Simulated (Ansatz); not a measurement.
Correlation energies of H₇N₂SSi₂ (`N[SiH]S[SiH2]N`) radical by basis set

```xyz
12

N    -0.856   -1.011    1.206
Si   -1.306    0.579    1.644
S    -0.427    1.976    0.257
Si    0.997    0.760   -0.752
N     0.180   -0.467   -1.661
H    -0.908   -1.775    1.858
H    -0.843   -1.295    0.235
H    -0.786    0.803    3.031
H     1.938    0.056    0.151
H     1.751    1.744   -1.578
H    -0.489   -0.159   -2.352
H     0.749   -1.211   -2.040
```

Charge 0, multiplicity 2. The geometry is a stationary point of PBE0-D4/def2-TZVP. It is one conformer, not always the lowest. Frozen core, unrestricted reference, Ansatz 0.2.0. CBS rows extrapolate triple and quadruple zeta; past MP2 they add the triple-zeta difference.

```tsv
basis	HF (Eh)	MP2 corr.	CCSD corr.	(T)	CCSD(T) total
def2-TZVPP	-1088.53899	-0.83326	-0.88828	-0.03757	-1089.46484
def2-QZVPP	?	?	–	–	–
CBS(def2)	?	-0.94687	?	as TZ	?
```

**Question.** Fill in the withheld values. (An estimate is asked.)

**Answer.** Ansatz gave: def2-QZVPP HF (Eh): -1088.57404; def2-QZVPP MP2 corr.: -0.89853; CBS(def2) HF (Eh): -1088.57886; CBS(def2) CCSD corr.: -1.00189; CBS(def2) CCSD(T) total: -1089.61832.
